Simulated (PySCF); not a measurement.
A GIAO shielding run with PySCF 2.14.0 with density-fitted response routines (density fitting, non-relativistic, gas phase) on `CCN(CC)C1CC1`, C$_{7}$H$_{15}$N:

```
{"job": {"kind": "nmr", "xc": "PBE0", "basis": "pcSseg-1"}, "charge": 0, "multiplicity": 1}
C      0.592578     2.423827    -0.195891
C      1.147233     1.003405    -0.193757
N      0.130139     0.028790    -0.551459
C      0.673356    -1.221693    -1.053800
C      1.517703    -2.035891    -0.066569
C     -0.852091    -0.138593     0.477789
C     -2.161453    -0.782285     0.137554
C     -2.105145     0.687313     0.416971
H     -0.130664     2.558932     0.602824
H      0.106928     2.630102    -1.145546
H      1.402447     3.135507    -0.053810
H      1.587629     0.793359     0.797375
H      1.943754     0.933190    -0.939122
H     -0.169575    -1.832899    -1.384976
H      1.278010    -0.981725    -1.933795
H      2.396305    -1.477581     0.247887
H      1.847044    -2.956369    -0.541597
H      0.933139    -2.293167     0.813359
H     -0.456957    -0.339206     1.478961
H     -2.325395    -1.085158    -0.884530
H     -2.615440    -1.435132     0.867970
H     -2.219333     1.351642    -0.423897
H     -2.524966     1.060616     1.338934
```

Hardware: 1 thread of an Arm Neoverse V1, shared host. The job also computes population analyses, field gradients, ring-centre shieldings.

(1) How large is the calculation?

(2) How long does it take?

## Answers

(1) 64 electrons, 211 basis functions and 1083 auxiliary functions.

(2) 38 s of wall time, with 12 SCF cycles and 4 response iterations. Times on a shared host scatter by some tens of per cent.
